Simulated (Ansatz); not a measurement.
Tuning the range parameter of LC-ωPBE so that −HOMO meets the ionisation energy; basis def2-SVP, Ansatz. System: (H2In-mu-AsH2)2 (In2As2H8). The state is a singlet with charge 0. Geometry: PBE0-D4/def2-SVP. The ionised state is a doublet.

Geometry of the singlet:

```
atom   x (Å)   y (Å)   z (Å)
 In1  -0.520  -1.958   0.517
  H2  -2.212  -2.264   0.616
  H3   0.811  -3.020   0.779
 As4   0.018   0.444   1.701
 In5   0.525   1.957  -0.517
  H6   2.219   2.256  -0.614
  H7  -0.800   3.024  -0.780
 As8  -0.020  -0.443  -1.701
  H9   1.128   0.416   2.723
 H10  -1.081   0.972   2.591
 H11  -1.139  -0.411  -2.714
 H12   1.070  -0.971  -2.601
```

In the def2 sets In takes a core potential; there is no spin–orbit coupling.

```csv
ω (1/bohr),HOMO (eV),LUMO (eV),vertical IE (eV),HOMO + IE (eV)
0.1,-7.38,-0.27,8.29,0.91
0.15,-7.91,0.15,8.41,0.50
0.2,-8.34,0.45,8.56,0.22
0.3,-8.98,0.78,8.85,-0.13
```

Question: Where does the tuning condition hold?

Answer: Near ω = 0.26 bohr⁻¹, by linear interpolation.
